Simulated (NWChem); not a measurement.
System: GeSiH$_{5}$Cl; SMILES [SiH3][GeH2][Cl]

NWChem input:

```
start job
memory heap 200 mb stack 900 mb global 1100 mb
geometry units angstroms
  Si     2.096875    -0.102569     0.145141
  Ge    -0.221511    -0.523051     0.041038
  Cl    -1.383857     1.229781    -0.218485
  H      2.617017    -0.569512     1.432112
  H      2.770124    -0.830191    -0.928041
  H      2.364875     1.326956     0.004628
  H     -0.847038    -1.184482     1.269317
  H     -0.694696    -1.443858    -1.079032
end
basis spherical
  * library def2-svp
end
dft
  xc pbe0
  iterations 150
end
driver
  maxiter 120
end
task dft optimize
task dft freq
```

The optimisation ended at a saddle point (imaginary frequency).

The level has its own optimisation; frequencies are unscaled.

Q: Predict the main results of this run. (PBE0/def2-SVP.) Quantities: r Ge–Si (Å); r H–Si (Å); r Cl–Ge (Å); r Ge–H (Å); highest harmonic frequency (cm⁻¹); lowest (cm⁻¹); zero-point energy (kcal/mol); dipole (D).

A: r Ge–Si (Å): 2.395
r H–Si (Å): 1.493
r Cl–Ge (Å): 2.177
r Ge–H (Å): 1.540
highest harmonic frequency (cm⁻¹): 2256
lowest (cm⁻¹): -97
zero-point energy (kcal/mol): 26.2
dipole (D): 2.08
